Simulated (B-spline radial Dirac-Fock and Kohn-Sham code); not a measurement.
## X-ray scattering factor of Pb⁴⁶⁺

System: Pb⁴⁶⁺, [Ar] 3d10 4s2 4p6.

The computed values come from a B-spline atomic structure program: relativistic Hartree-Fock (Dirac-Fock) wave functions, averaged over the configuration. f₀ is the Fourier transform of the spherical electron density, S the Waller-Hartree incoherent function, and s = sin θ/λ. The electron scattering factor follows from the Mott-Bethe formula f_e = 0.023934 Å⁻¹·(Z − f₀)/s².

```
s (Å⁻¹)      f₀       S  f_e (Å)
      0  36.000   0.000        –
   0.07  35.937   0.062  224.992
   0.08  35.918   0.081  172.331
    0.1  35.872   0.127  110.402
   0.13  35.785   0.213   65.451
   0.16  35.675   0.321   43.310
   0.19  35.543   0.450   30.800
   0.23  35.334   0.652   21.113
   0.29  34.952   1.018   13.389
   0.35  34.492   1.450    9.282
   0.43  33.769   2.112    6.243
   0.53  32.712   3.046    4.200
   0.65  31.265   4.264    2.874
    0.8  29.279   5.846    1.972
   0.98  26.793   7.727    1.376
    1.2  23.843   9.907    0.967
   1.47  20.631  12.344    0.680
   1.81  17.381  14.976    0.472
   2.21  14.478  17.469    0.331
   2.72  11.605  20.041    0.228
   3.33   8.907  22.655    0.158
   4.08   6.667  25.297    0.108
   5.01   5.254  27.787    0.073
```

f₀ starts at the number of electrons, 36, and has fallen to half at s ≈ 1.75 Å⁻¹. The sum of ⟨r²⟩ over the electrons is 1.737 bohr². For an ion f_e diverges as s goes to zero, because of the net charge.
